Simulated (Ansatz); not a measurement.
Consider the ligand exchange at a Y–C bond: `[CH3][Y]([CH3])[Cl]` + HCl → `[CH3][Y]([Cl])[Cl]` + CH₄.

Computed with Ansatz on PBE0-D4/def2-TZVP structures; ΔE is electronic, products minus reactants. CCSD(T)/CBS is the MP2 limit (def2-TZVPP, def2-QZVPP) plus CCSD(T) − MP2 in def2-TZVPP, frozen cores. This one scheme is used for every species. Functionals use def2-TZVPP. B3LYP here is the variant with VWN-RPA as its local correlation; programs differ in this. Elements past krypton have def2 core potentials. For Y outer-core shells are correlated without core-valence functions, which leaves a few kJ/mol of doubt a bond.

```csv
level,ΔE (kJ/mol),difference from CCSD(T)/CBS
BLYP-D4,-256.7,6.4
PBE0-D4,-260.4,2.7
B3LYP-D4,-263.6,-0.5
r2SCAN0-D4,-268.3,-5.2
revPBE,-254.6,8.5
BHLYP,-275.2,-12.1
CCSD(T)/def2-SVP,-281.3,-18.2
SCS-MP2/def2-TZVPP,-265.5,-2.4
MP2/def2-QZVPP,-266.3,-3.2
SCS-MP2/def2-QZVPP,-267.7,-4.6
CCSD(T)/CBS,-263.1,0
```

Largest T1 diagnostic among the species: 0.011.

In def2-TZVPP, CCSD(T) changes the Hartree–Fock value by +30.3 kJ/mol (the triples alone add +2.3 kJ/mol) and MP2 by +25.6 kJ/mol. Leaving LDA and LC-ωPBE aside and taking each functional with its dispersion term where it has one, the values, not all of them listed here, spread over 23.1 kJ/mol, from BHLYP-D4 to revPBE-D4. LDA lies +6.2 kJ/mol from PBE without D4. From BLYP to BHLYP (50 % exact exchange), in def2-TZVPP and without D4, ΔE moves by −16.3 kJ/mol.
